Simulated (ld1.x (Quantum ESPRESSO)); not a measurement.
**Configuration tests for Pb (ultrasoft)**

- Element: Pb
- Generator: ld1.x (Quantum ESPRESSO) 7.5
- Type: ultrasoft
- Functional: PBE
- Relativity: scalar-relativistic
- Frozen core: [Xe] 4f14
- Valence charge: 14
- Reference configuration: 5d10 6s1 6p3
- Partial waves: 6s (bound): rcut 1.75, rcutus 2.05 bohr; 6s channel at 0.4 Ry: rcut 1.75, rcutus 2.05 bohr; 6p (bound): rcut 2.20, rcutus 2.75 bohr; 6p channel at 2.6 Ry: rcut 2.20, rcutus 2.75 bohr; 5d (bound): rcut 1.55, rcutus 1.65 bohr; 5d channel at -1 Ry: rcut 1.55, rcutus 1.65 bohr
- Local potential: all-electron potential smoothed inside 2.00 bohr (lloc = -1)
- Core correction: Bessel-smoothed model core, default radius (core density twice the valence density)
- Augmentation charge: PSQ, inside the norm-conserving radii

Energies are relative to the spin-unpolarised reference configuration 5d10 6s1 6p3; without spin polarisation the order of configurations can differ from experiment.

```json
{"valence configuration": "5d10 6s2 6p2", "charge": "0", "ΔE all-electron (eV)": "-8.736", "error AE − PS (meV)": "-3.4"}
{"valence configuration": "5d10 6s2 6p1", "charge": "+1", "ΔE all-electron (eV)": "-2.161", "error AE − PS (meV)": "-8.9"}
{"valence configuration": "5d10 6s2 6p0", "charge": "+2", "ΔE all-electron (eV)": "11.284", "error AE − PS (meV)": "-21"}
{"valence configuration": "5d10 6s1 6p2", "charge": "+1", "ΔE all-electron (eV)": "7.366", "error AE − PS (meV)": "-3.1"}
{"valence configuration": "5d10 6s0 6p4", "charge": "0", "ΔE all-electron (eV)": "9.098", "error AE − PS (meV)": "-7.7"}
{"valence configuration": "5d9 6s2 6p2", "charge": "+1", "ΔE all-electron (eV)": "18.426", "error AE − PS (meV)": "-84"}
```

What are ΔE and the potential's error for 5d10 6s2 6p2.3?

ΔE = -9.536 eV all-electron; the error (AE − PS) is -2.5 meV.
